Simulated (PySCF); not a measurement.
Compound: C₆H₇S (doublet state).
Geometry (GFN2-xTB, Å), atoms numbered from 1 in this order:
```
atom  x, y, z in Å
C1     3.4200    0.5506    0.1130
C2     2.2342    0.0110    0.1151
S3     1.4669   -1.4368   -0.1846
C4     0.1332   -1.3496    1.1309
C5    -0.9731   -0.5461    0.6945
C6    -1.8639    0.1346    0.2658
C7    -2.9711    0.9354   -0.2040
H8     4.3469   -0.0117    0.0263
H9     3.5418    1.6162    0.2359
H10   -0.1691   -2.3848    1.2933
H11    0.6027   -0.9427    2.0262
H12   -2.6041    1.8772   -0.6107
H13   -3.6532    1.1473    0.6194
H14   -3.5119    0.3988   -0.9832
```

The hyperfine couplings belong to this conformer and change with its torsions.

Identity: `C=[C]SCC#CC` [radical].

Method: PySCF 2.14.0, UKS B3LYP, pcH-1 on C H S, non-relativistic, mean-field spin-orbit, GIAO. Geometry: GFN2-xTB, one conformer, isolated molecule. The geometry wasn't refined by DFT: couplings that depend on bond lengths, twists or pyramidal angles can differ widely from those at the functional's own minimum. The frame is twisted about the C1–C2 bond at this geometry (dihedral H8–C1–C2–S3 = -11°); couplings at other torsion angles weren't computed. The SCF solution wasn't tested for stability.

Where do the isotropic ENDOR lines of H8, H9, H10/H11 and H12/H13/H14 fall at 1214.5 mT, to first order?

ν± = |νn ± a/2|, one line for each electron-spin manifold; νn = |g_N| × 7.62259 MHz/T × B.

| nuclei | isotope | g_N | νn (MHz) | a_iso (MHz) | lower line (MHz) | upper line (MHz) |
| --- | --- | --- | --- | --- | --- | --- |
| H8 | 1H | 5.5857 | 51.71 | 139.48 | 18.03 | 121.45 |
| H9 | 1H | 5.5857 | 51.71 | 88.33 | 7.54 | 95.88 |
| H10/H11 | 1H | 5.5857 | 51.71 | -2.18 | 50.62 | 52.80 |
| H12/H13/H14 | 1H | 5.5857 | 51.71 | 1.44 | 50.99 | 52.43 |

Which pairs are centred on the nuclear Larmor frequency, and which on half the coupling?

Centred on νn, since |a| < 2νn: H9, H10/H11 and H12/H13/H14. Centred on |a|/2 and split by 2νn: H8.

At what field would the lower line of H8 fall to zero frequency?

Where νn = |a|/2, that is B = 69.74 MHz/(5.5857 × 7.62259 MHz/T) = 1640 mT, as far as first order holds there.

Nuclei that the bonding pattern makes equivalent are averaged, as if the motion that swaps them (rotation, inversion, ring flip) were fast.

The largest Mulliken spin populations are on C2 (+0.78), S3 (+0.14), H8 (+0.08) and C1 (-0.07). The positive populations add up to 1.07 and the negative ones to -0.07, together 2S = 1.
